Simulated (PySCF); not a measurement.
Compound: C6H7OP.
Numbering: `[cH:1]1[o:2][cH:3][c:4]([CH:5]2[CH2:6][CH2:7]2)[p:8]1`

Definitions: NICS(0) = −σiso at the ring centroid; NICS(1) = −σiso and NICS(1)zz = −σzz at ±1 Å along the ring normal z. Level: GIAO PBE0/pcSseg-1 (PySCF, non-relativistic, gas phase) on the GFN2-xTB geometry, one conformer.

Ring bond lengths (Å), with Mayer bond orders in brackets: C1–O2 1.336 (1.09), O2–C3 1.335 (1.05), C3–C4 1.360 (1.60), C4–P8 1.784 (1.13), P8–C1 1.708 (1.55); C5–C6 1.505 (0.94), C6–C7 1.492 (0.97), C7–C5 1.505 (0.94).

**Question.** What do the NICS probes read (ppm)?

**Answer.** 
```csv
ring,type,NICS(0),"NICS(1), two faces","NICS(1)zz, two faces",rms pucker (Å),"centre to ring atoms, mean (Å)"
C1–O2–C3–C4–P8,5-membered ring with O and P; formal bonds all aromatic,-11.3,-10.7 / -10.7,-24.7 / -24.7,0.00,1.27
C5–C6–C7,3-membered carbocycle; formal bonds all single,-42.1,-8.0 / -6.9,-24.1 / -24.2,0.00,0.87
```

**Question.** What can be read from them?

**Answer.** 
- C1–O2–C3–C4–P8: mean NICS(1)zz -24.7 ppm, shielded.
- C5–C6–C7: mean NICS(1)zz -24.2 ppm, shielded. C5, C6, C7 have four or more neighbours; no verdict on aromaticity is drawn. NICS(0) lies 35 ppm below the mean NICS(1).

**Question.** What does the geometric index give? HOMA = 1 − mean of α(R − Ropt)² over the ring bonds, with Krygowski's 1993 parameters (CC: Ropt 1.388 Å, α 257.7 Å⁻²; CO: Ropt 1.265 Å, α 157.38 Å⁻²; CP: Ropt 1.698 Å, α 118.91 Å⁻²).

**Answer.** 
- C1–O2–C3–C4–P8: HOMA 0.47; the largest term is that of C4–P8, α(R − Ropt)² = 0.88.

**Question.** At the first NICS(1) probe listed for ring C5–C6–C7, 1 Å off the ring, how large is the induced field along the normal in 9.4 T applied along it?

**Answer.** NICSzz × B0 = -24.1 ppm × 9.4 T = -227 μT, against the applied field.

**Question.** How shielded are the nuclei of the rings and their hydrogens (means over atoms taken as equivalent)?

**Answer.** 
```
       atoms                        environment  σ isotropic (ppm)
          C1  aromatic CH next to a ring oxygen               -2.1
          O2                  furan-type oxygen              -15.4
          C3  aromatic CH next to a ring oxygen               36.8
          C4        substituted aromatic carbon               27.5
          C5               benzylic-type carbon              173.9
     C6 (×2)         three-membered-ring carbon              170.0
          P8           phosphorus bonded to 2 C              198.7
     H on C1                  aromatic hydrogen              22.89
     H on C3                  aromatic hydrogen              23.52
     H on C5                   methine hydrogen              29.79
H on C6 (×2)                 methylene hydrogen              30.98
H on C6 (×2)                 methylene hydrogen              30.50
```

On an AMD EPYC 7R43 with one thread (shared host), this took 32 s of wall time and 0.79 GiB of memory at its peak. This is the whole shielding run at PBE0/pcSseg-1, SCF included.

The values belong to the conformer `[cH:1]1[o:2][cH:3][c:4]([CH:5]2[CH2:6][CH2:7]2)[p:8]1`: C3–C4–C5–C6 146°.
